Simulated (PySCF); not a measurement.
Molecule: `C=Nc1ccn(C)n1`, C$_{5}$H$_{7}$N$_{3}$.

Bonds (- single, = double, # triple, : aromatic): C1=N2, N2-C3, C3:C4, C4:C5, C5:N6, N6-C7, N6:N8, N8:C3. C1 carries H9, H10; C4 carries H11; C5 carries H12; C7 carries H13, H14, H15. H10 is cis to C3; H9 is trans to C3.

Frames of a GFN2-xTB Langevin trajectory at 300 K; GIAO PBE0/pcSseg-1 shieldings in PySCF 2.14.0 with density-fitted response routines, gas phase, non-relativistic; equivalent atoms averaged within each frame.

Referencing at the same level of theory: TMS for $^{13}$C (σ = 186.93 ppm), $^{1}$H (σ = 31.72 ppm); $^{15}$N (σ = 267.73 ppm) against NH3. The references are static minima.

Q: How do the shifts (ppm) fluctuate along the trajectory?

A: 
```tsv
time (fs)	C3	C1	C5	C4	C7	N2	N8	N6	H10	H12
250	165.2	162.1	141.8	117.0	43.0	389.7	317.6	220.5	7.95	7.40
425	171.0	152.6	139.8	117.9	39.9	378.1	345.5	232.1	8.62	7.62
625	163.6	155.4	140.1	101.5	37.1	381.0	335.3	232.4	8.11	7.04
800	161.5	158.7	134.9	103.0	43.2	377.3	338.4	229.9	8.77	7.36
1000	163.9	155.8	137.7	115.1	42.4	368.4	348.6	229.6	8.36	7.83
mean of frames	165.1	156.9	138.9	110.9	41.1	378.9	337.1	228.9	8.36	7.45
standard deviation	3.6	3.6	2.6	8.0	2.6	7.7	12.1	4.9	0.34	0.30
```

5 frames give an uncertainty of the mean of about the standard deviation over 2.2 at best, since frames this close in time may not be independent; classical motion lacks zero-point vibration, and the reference would need the same averaging.
